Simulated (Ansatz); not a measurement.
`[Cl][GeH2][I]` + `ClC[SiH2]Br` → `[Cl][GeH2][SiH2]Br` + `ClCI`  (formal exchange of groups at a Ge–I bond)

Gas-phase electronic energies from Ansatz, PBE0-D4/def2-TZVP geometries. CCSD(T)/CBS adds triple-zeta CCSD(T) − MP2 to the extrapolated MP2 energy (def2 sets, frozen cores). Functionals use def2-TZVPP. Elements past krypton have def2 core potentials. For Br, Ge, I outer-core shells are correlated without core-valence functions, which leaves a few kJ/mol of doubt a bond. Scalar relativity is left out up to krypton. One conformer a species, not always the lowest.

```json
{"level": "B2PLYP", "ΔE (kcal/mol)": "28.4"}
{"level": "MP2/CBS(def2)", "ΔE (kcal/mol)": "29.5"}
```

Problem. What does CCSD(T)/CBS give? (An estimate is asked.)

Solution. The calculation gave: +27.9 kcal/mol. The listed levels differ from it by 0.5, 1.6 kcal/mol.

Largest T1 diagnostic among the species: 0.009.

From PBE to PBE0 (25 % exact exchange), in def2-TZVPP and without D4, ΔE moves by +2.3 kcal/mol. In def2-TZVPP, CCSD(T) changes the Hartree–Fock value by −5.2 kcal/mol (the triples alone add −0.7 kcal/mol) and MP2 by −3.6 kcal/mol.
